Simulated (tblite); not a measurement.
Compound: C7H7BrS.
SMILES with atom numbers: `[S:1]=[CH:2]/[CH:3]=[CH:4]/[CH:5]=[CH:6]/[CH:7]=[CH:8]/[Br:9]` (hydrogens: H10 on C2; H11 on C3; H12 on C4; H13 on C5; H14 on C6; H15 on C7; H16 on C8)

Computed with GFN2-xTB (tblite), gas phase: L-BFGS steps from a force-field or distance-geometry start until the largest atomic force falls under 0.01 eV/Å.

Step 5: E = -701.8569 eV
```
atom  x, y, z in Å  |  force x, y, z in eV/Å
S1     -4.6491    2.2640    0.1871   -0.006   0.017  -0.099
C2     -3.2794    1.5177    0.6811    0.019  -0.014   0.013
C3     -2.2244    1.1118   -0.1642    0.047  -0.037   0.019
C4     -1.1134    0.4951    0.3211    0.053  -0.040   0.013
C5     -0.0205    0.0629   -0.4740    0.054  -0.023  -0.028
C6      1.0801   -0.5504    0.0267   -0.001   0.014  -0.006
C7      2.1811   -0.9819   -0.7780   -0.041   0.026  -0.010
C8      3.2595   -1.5843   -0.2636    0.001  -0.023   0.047
Br9     4.7154   -2.1668   -1.3027   -0.043   0.030  -0.017
H10    -3.1637    1.3132    1.7411    0.004  -0.007   0.058
H11    -2.3139    1.2984   -1.2243   -0.074   0.050  -0.028
H12    -1.0522    0.3165    1.3868    0.047  -0.021   0.041
H13    -0.0804    0.2383   -1.5395   -0.032   0.022  -0.032
H14     1.1499   -0.7307    1.0916    0.007  -0.007   0.007
H15     2.1216   -0.8035   -1.8438   -0.011  -0.004   0.023
H16     3.3819   -1.7913    0.7885   -0.025   0.015  -0.001
```

Step 6: E = -701.8578 eV
```
atom  x, y, z in Å  |  force x, y, z in eV/Å
S1     -4.6480    2.2638    0.1846    0.024   0.001  -0.090
C2     -3.2780    1.5170    0.6804    0.002  -0.009   0.039
C3     -2.2224    1.1104   -0.1638    0.018  -0.025   0.047
C4     -1.1113    0.4933    0.3215   -0.016   0.006  -0.018
C5     -0.0204    0.0630   -0.4749    0.065  -0.031  -0.019
C6      1.0796   -0.5495    0.0267    0.035  -0.009  -0.008
C7      2.1801   -0.9814   -0.7773    0.003   0.002  -0.002
C8      3.2591   -1.5849   -0.2631   -0.036   0.004   0.027
Br9     4.7141   -2.1658   -1.3034   -0.039   0.027  -0.016
H10    -3.1640    1.3135    1.7415    0.002  -0.003   0.037
H11    -2.3167    1.3000   -1.2225   -0.049   0.039  -0.051
H12    -1.0507    0.3161    1.3866    0.053  -0.031   0.067
H13    -0.0814    0.2389   -1.5398   -0.028   0.023  -0.046
H14     1.1504   -0.7310    1.0913   -0.003   0.000   0.012
H15     2.1213   -0.8037   -1.8430   -0.013  -0.001   0.013
H16     3.3809   -1.7908    0.7890   -0.019   0.009   0.008
```

Question: Estimate the geometry and energy of step 7. (The exact step hangs on the optimiser's Hessian estimate; all steps are aligned on step 6, rigid shifts and turns removed.)

Answer: E = -701.8591 eV, largest force 0.096 eV/Å
```
atom  x, y, z in Å  |  force x, y, z in eV/Å
S1     -4.6454    2.2633    0.1792    0.060  -0.019  -0.072
C2     -3.2762    1.5159    0.6802   -0.021  -0.002   0.068
C3     -2.2198    1.1083   -0.1625   -0.029   0.005   0.027
C4     -1.1083    0.4907    0.3219   -0.067   0.044  -0.020
C5     -0.0194    0.0628   -0.4766    0.053  -0.029  -0.002
C6      1.0798   -0.5486    0.0268    0.041  -0.022  -0.007
C7      2.1793   -0.9809   -0.7761    0.024  -0.007  -0.025
C8      3.2573   -1.5853   -0.2621   -0.019   0.006   0.020
Br9     4.7115   -2.1638   -1.3046   -0.033   0.020  -0.011
H10    -3.1645    1.3138    1.7425   -0.004   0.002   0.011
H11    -2.3218    1.3030   -1.2206   -0.006   0.010  -0.029
H12    -1.0475    0.3150    1.3875    0.054  -0.036   0.052
H13    -0.0834    0.2402   -1.5410   -0.015   0.015  -0.043
H14     1.1511   -0.7315    1.0910   -0.014   0.008   0.016
H15     2.1206   -0.8039   -1.8416   -0.012   0.003   0.000
H16     3.3792   -1.7899    0.7900   -0.012   0.001   0.015
```

The energy changes by -0.0013 eV. The first-order estimate −F·Δx gives -0.0018 eV and the mean of the old and new forces, exact on a quadratic surface, -0.0013 eV. The step makes an angle of 49° with the force vector and moves no atom by more than 0.006 Å.

The cost below is that of the whole relaxation. On an Arm Neoverse V1 with one thread, no GPU (shared host), this took 0.39 s wall.
